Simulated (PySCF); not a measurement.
Compound: (F2In-mu-OH)3.
Cartesian coordinates in Å at the PBE0-D3(BJ)/def2-SVP level; atoms count from 1:
```xyz
15
F6H3In3O3 angstrom
In     0.654   -1.917    1.010
F      1.470   -1.812    2.779
F      0.296   -3.452   -0.115
O     -1.121   -0.793    1.279
In    -2.179    0.538    0.014
F     -3.096   -0.456   -1.372
F     -2.810    1.840    1.322
O     -0.557    1.563   -0.875
In     1.294    0.859   -1.622
F      0.988   -0.180   -3.227
F      2.436    2.397   -1.259
O      1.789   -0.477   -0.054
H     -1.222   -0.528    2.204
H     -0.473    2.468   -0.544
H      2.498   -0.125    0.502
```

The calculation used TDDFT PBE0/def2-SVPD, vertical, gas phase, core orbitals frozen in the response, def2 core potentials past Kr (PySCF 2.14.0, density-fitted response routines). Spin–orbit coupling is left out.

Frontier orbitals with the atoms that hold most of them (Löwdin shares over 4%, at most four atoms; ? is withheld):

| orbital | ε (eV) | atoms |
| --- | --- | --- |
| HOMO-3 | -11.11 | O12 31%, O8 28%, F10 12%, F3 9% |
| HOMO-2 | -11.08 | F3 19%, F6 19%, F10 17%, F2 8% |
| HOMO-1 | -10.98 | F3 19%, F10 18%, F2 14%, F11 14% |
| HOMO | -10.97 | F6 23%, F7 18%, O4 9%, F3 9% |
| LUMO | -3.65 | ? |
| LUMO+1 | -2.42 | In9 22%, In5 17%, O8 11%, F10 8% |
| LUMO+2 | -2.39 | In1 24%, In5 12%, O4 10%, F3 10% |

Problem. Give the leading atoms of the LUMO.

Solution. In1 (bonded to 2 F and 2 O) 16%; In9 (bonded to 2 F and 2 O) 16%; In5 (bonded to 2 F and 2 O) 16%; O4 (bonded to 2 In and H) 7%. By element: indium 47%, oxygen 7% or more.

Problem. The HOMO–LUMO gap is 7.31 eV. Where does the response calculation put the lowest singlet, and from which orbitals?

Solution. S1 is at 6.13 eV (f = 0.0000), 1.19 eV below the gap, made of HOMO-2→LUMO (84%). Its leading pair isn't HOMO and LUMO; the energies of that pair differ by 7.43 eV. Without the coupling terms of the response equations the lowest excitation would equal the gap.

Next come S2 at 6.16 eV (f 0.0096), HOMO-3→LUMO (74%); S3 at 6.16 eV (f 0.016), HOMO-4→LUMO (71%), HOMO-1→LUMO (11%); S4 at 6.18 eV (f 0.114), HOMO→LUMO (43%), HOMO-5→LUMO (17%), HOMO-6→LUMO (11%); S5 at 6.19 eV (f 0.108), HOMO-1→LUMO (36%), HOMO→LUMO (12%), HOMO-7→LUMO (10%).

Orbitals of the list HOMO-3 to LUMO+2 that lie within 0.01 eV of each other are written together with a slash and their weights summed (≥ marks a lower bound); for degenerate orbitals outside that list single weights are arbitrary.

One conformer stands for the species.
